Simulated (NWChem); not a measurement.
System: SiHI3; SMILES I[SiH](I)I

Results from NWChem. Geometry: optimised at PBE-D3(BJ)/def2-SVP. def2 effective core potentials on I; no spin-orbit coupling. Level SCAN/def2-SVP: energy and gradient on several grids; changes count from the extra-fine grid, which is no exact limit either.

```
grid     size of the energy change (μHa)  largest change of a gradient component (μHa/bohr)
-------  -------------------------------  -------------------------------------------------
xcoarse                             5000                                               3000
coarse                              3000                                                600
medium                               700                                                900
fine                                  90                                                400
xfine                               < 10                                               < 30
```
